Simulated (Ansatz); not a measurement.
Ansatz (a program for electronic structure) input:

Ansatz 0.2 input:
```yaml
crystal:
  periodic: [false, false, false]
  atoms:
    - {symbol: Ge, position_ang: [-0.00117794, -0.00066181, 0.04572453]}
    - {symbol: H, position_ang: [-0.00593603, -1.32670919, -0.75158690]}
    - {symbol: H, position_ang: [0.04363002, 1.34788725, -0.71159804]}
basis:
  gaussian:
    orbitals: def2-TZVP
hamiltonian:
  xc: {name: r2SCAN}
magnetization: {spin_polarized: true, initial_magnetization: 2}
relax: {f_tol: 0.003, max_steps: 100}
```

Q: What final total energy does it print?

A: -2078.09712 Eh (r2SCAN/def2-TZVP). The basis has 60 functions.

This is an excited triplet: at this geometry the singlet lies 0.53 eV lower at CCSD(T)/CBS(aug-cc-pVTZ,aug-cc-pVQZ).
